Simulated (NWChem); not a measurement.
Everything below was run with NWChem. System: 1,2,4-triazole (C2H3N3), charge 0, spin multiplicity 1, at a geometry optimised with B3LYP/def2-SVP. Level: RHF/def2-TZVP.

Job file:

```
start mol
memory heap 200 mb stack 900 mb global 1100 mb
geometry units angstroms nocenter noautoz
  C     -1.119384    -0.022033     0.000000
  N     -0.412217     1.142081     0.000000
  C      0.838244     0.726231     0.000000
  N      0.867425    -0.627169     0.000000
  N     -0.384502    -1.123080     0.000000
  H     -2.208598    -0.060792     0.000000
  H      1.735051     1.345990     0.000000
  H      1.665446    -1.253207     0.000000
  symmetry group Cs
end
basis spherical
  * library def2-tzvp
end
scf
  rhf
  nopen 0
  maxiter 100
  thresh 1e-7
  semidirect memsize 60000000 filesize 0
end
task scf energy
```

NWChem printed:

```
             Northwest Computational Chemistry Package (NWChem) 7.3.0
             --------------------------------------------------------

                                NWChem Input Module
                                -------------------

 Scaling coordinates for geometry "geometry" by  1.889725989
 (inverse scale =  0.529177249)

 Turning off AUTOSYM since
 SYMMETRY directive was detected!

                             Geometry "geometry" -> ""
                             -------------------------

 Output coordinates in angstroms (scale by  1.889725989 to convert to a.u.)

  No.       Tag          Charge          X              Y              Z
 ---- ---------------- ---------- -------------- -------------- --------------
    1 C                    6.0000    -1.11938400    -0.02203300     0.00000000
    2 N                    7.0000    -0.41221700     1.14208100     0.00000000
    3 C                    6.0000     0.83824400     0.72623100     0.00000000
    4 N                    7.0000     0.86742500    -0.62716900     0.00000000
    5 N                    7.0000    -0.38450200    -1.12308000     0.00000000
    6 H                    1.0000    -2.20859800    -0.06079200     0.00000000
    7 H                    1.0000     1.73505100     1.34599000     0.00000000
    8 H                    1.0000     1.66544600    -1.25320700     0.00000000

 Effective nuclear repulsion energy (a.u.)     165.4559303913

            Nuclear Dipole moment (a.u.)
            ----------------------------
        X                 Y               Z
 ---------------- ---------------- ----------------
     0.0000018897     0.0000056692     0.0000000000

      Symmetry information
      --------------------

 Group name             Cs
 Group number              2
 Group order               2
 No. of unique centers     8

      Symmetry unique atoms

     1    2    3    4    5    6    7    8


 Summary of "ao basis" -> "" (spherical)
 ------------------------------------------------------------------------------
       Tag                 Description            Shells   Functions and Types
 ---------------- ------------------------------  ------  ---------------------
 *                         def2-tzvp                  on all atoms

 Summary of "ao basis" -> "ao basis" (spherical)
 ------------------------------------------------------------------------------
       Tag                 Description            Shells   Functions and Types
 ---------------- ------------------------------  ------  ---------------------
 C                         def2-tzvp                11       31   5s3p2d1f
 N                         def2-tzvp                11       31   5s3p2d1f
 H                         def2-tzvp                 4        6   3s1p

                                 NWChem SCF Module
                                 -----------------

  ao basis        = "ao basis"
  functions       =   173
  atoms           =     8
  closed shells   =    18
  open shells     =     0
  charge          =   0.00
  wavefunction    = RHF
  use symmetry    = T
  symmetry adapt  = T

 Summary of "ao basis" -> "ao basis" (spherical)
 ------------------------------------------------------------------------------
       Tag                 Description            Shells   Functions and Types
 ---------------- ------------------------------  ------  ---------------------
 C                         def2-tzvp                11       31   5s3p2d1f
 N                         def2-tzvp                11       31   5s3p2d1f
[...]
     6 a'          7 a'          8 a'          9 a'         10 a'
    11 a'         12 a'         13 a"         14 a'         15 a'
    16 a'         17 a"         18 a"         19 a'         20 a"
    21 a'         22 a'         23 a"         24 a'         25 a'
    26 a'         27 a"         28 a'

             Final eigenvalues
             -----------------

              1
    1  -15.6566
    2  -15.5984
    3  -15.5613
    4  -11.3230
    5  -11.2894
    6   -1.4175
    7   -1.2014
    8   -1.1141
    9   -0.8660
   10   -0.8330
   11   -0.7696
   12   -0.6408
   13   -0.6392
   14   -0.5933
   15   -0.5077
   16   -0.4532
   17   -0.4219
   18   -0.3756
   19    0.1263
   20    0.1431
   21    0.1733
   22    0.1923
   23    0.1944
   24    0.2175
   25    0.2532
   26    0.2649
   27    0.3400
   28    0.3501

                       ROHF Final Molecular Orbital Analysis
                       -------------------------------------

 Vector   16  Occ=2.000000D+00  E=-4.532227D-01  Symmetry=a'
              MO Center= -4.3D-01,  4.1D-01,  2.2D-15, r^2= 2.4D+00
   Bfn.  Coefficient  Atom+Function         Bfn.  Coefficient  Atom+Function
  ----- ------------  ---------------      ----- ------------  ---------------
    38      0.318870  2 N  py                41      0.292290  2 N  py
   131      0.251027  5 N  py               134      0.232015  5 N  py
    44      0.190067  2 N  py                35      0.167990  2 N  s
   137      0.157630  5 N  py

 Vector   17  Occ=2.000000D+00  E=-4.219496D-01  Symmetry=a"
              MO Center= -3.2D-02,  3.7D-01,  2.2D-15, r^2= 2.0D+00
   Bfn.  Coefficient  Atom+Function         Bfn.  Coefficient  Atom+Function
  ----- ------------  ---------------      ----- ------------  ---------------
    39      0.289040  2 N  pz                42      0.278404  2 N  pz
   101     -0.244725  4 N  pz               104     -0.238193  4 N  pz
   107     -0.198459  4 N  pz                45      0.184223  2 N  pz

 Vector   18  Occ=2.000000D+00  E=-3.756276D-01  Symmetry=a"
              MO Center= -1.3D-01, -3.2D-01, -2.2D-15, r^2= 2.1D+00
   Bfn.  Coefficient  Atom+Function         Bfn.  Coefficient  Atom+Function
  ----- ------------  ---------------      ----- ------------  ---------------
   132      0.264484  5 N  pz               135      0.255281  5 N  pz
     8      0.206862  1 C  pz                11      0.207622  1 C  pz
    70     -0.205006  3 C  pz                73     -0.203431  3 C  pz
   138      0.200630  5 N  pz               101     -0.152793  4 N  pz
   104     -0.151012  4 N  pz

 Vector   19  Occ=0.000000D+00  E= 1.262652D-01  Symmetry=a'
              MO Center=  2.2D+00, -1.2D+00,  3.3D-16, r^2= 3.9D+00
   Bfn.  Coefficient  Atom+Function         Bfn.  Coefficient  Atom+Function
  ----- ------------  ---------------      ----- ------------  ---------------
   170      2.275027  8 H  s                 98     -1.605589  4 N  s
   164      1.071104  7 H  s                105     -0.841272  4 N  px
    75     -0.608110  3 C  py               106      0.581111  4 N  py
   129     -0.482106  5 N  s                 74     -0.333514  3 C  px
    67     -0.310729  3 C  s                 97      0.311066  4 N  s

 Vector   20  Occ=0.000000D+00  E= 1.430731D-01  Symmetry=a"
              MO Center=  3.6D-01,  1.9D-01,  9.8D-15, r^2= 3.3D+00
   Bfn.  Coefficient  Atom+Function         Bfn.  Coefficient  Atom+Function
  ----- ------------  ---------------      ----- ------------  ---------------
    76      0.804919  3 C  pz               107     -0.592674  4 N  pz
   138      0.483993  5 N  pz                14     -0.329692  1 C  pz
    45     -0.300772  2 N  pz                70      0.240802  3 C  pz
    73      0.237330  3 C  pz               101     -0.225328  4 N  pz
   132      0.209072  5 N  pz               104     -0.198713  4 N  pz

 Vector   21  Occ=0.000000D+00  E= 1.733370D-01  Symmetry=a'
              MO Center=  2.4D+00,  1.5D+00, -8.3D-16, r^2= 3.9D+00
   Bfn.  Coefficient  Atom+Function         Bfn.  Coefficient  Atom+Function
  ----- ------------  ---------------      ----- ------------  ---------------
   164      4.816628  7 H  s                 74     -3.234380  3 C  px
    75     -1.912462  3 C  py               129      1.480850  5 N  s
     5     -1.348577  1 C  s                 12     -1.277500  1 C  px
    98     -1.217768  4 N  s                105      1.215971  4 N  px
   170     -0.985959  8 H  s                 36     -0.972514  2 N  s

 center of mass
 --------------
 x =  -0.03236617 y =  -0.00091983 z =   0.00000000

 moments of inertia (a.u.)
 ------------------
         182.774996427758           0.634075762720           0.000000000000
           0.634075762720         175.622214242939           0.000000000000
           0.000000000000           0.000000000000         358.397210670697

  Mulliken analysis of the total density
  --------------------------------------

    Atom       Charge   Shell Charges
 -----------   ------   -------------------------------------------------------
    1 C    6     5.83   0.86  1.12  0.51  0.53  0.09  1.20  1.12  0.25  0.04  0.10  0.02
    2 N    7     7.45   0.82  1.16  0.53  0.90  0.24  1.44  1.69  0.59  0.01  0.07  0.00
    3 C    6     5.82   0.86  1.12  0.51  0.53  0.09  1.20  1.10  0.26  0.04  0.10  0.02
    4 N    7     7.18   0.82  1.16  0.51  0.80  0.10  1.51  1.73  0.45  0.01  0.08  0.01
    5 N    7     7.31   0.82  1.16  0.55  0.87  0.27  1.40  1.61  0.54  0.01  0.07  0.01
    6 H    1     0.86   0.26  0.49  0.08  0.02
    7 H    1     0.84   0.26  0.48  0.08  0.02
    8 H    1     0.73   0.25  0.39  0.04  0.04

       Multipole analysis of the density wrt the origin
       ------------------------------------------------

     L   x y z        total         open         nuclear
     -   - - -        -----         ----         -------
     0   0 0 0      0.000000      0.000000     36.000000

     1   1 0 0      1.151552      0.000000      0.000002
     1   0 1 0     -0.199899      0.000000      0.000006
     1   0 0 1     -0.000000      0.000000      0.000000

     2   2 0 0    -15.039488      0.000000    106.729807
     2   1 1 0     -0.345267      0.000000      0.364768
     2   1 0 1      0.000000      0.000000      0.000000
     2   0 2 0    -24.970814      0.000000     97.369656
     2   0 1 1      0.000000      0.000000      0.000000
     2   0 0 2    -22.659482      0.000000      0.000000

 Task  times  cpu:       34.4s     wall:       34.4s

 Total times  cpu:       34.4s     wall:       34.4s
```
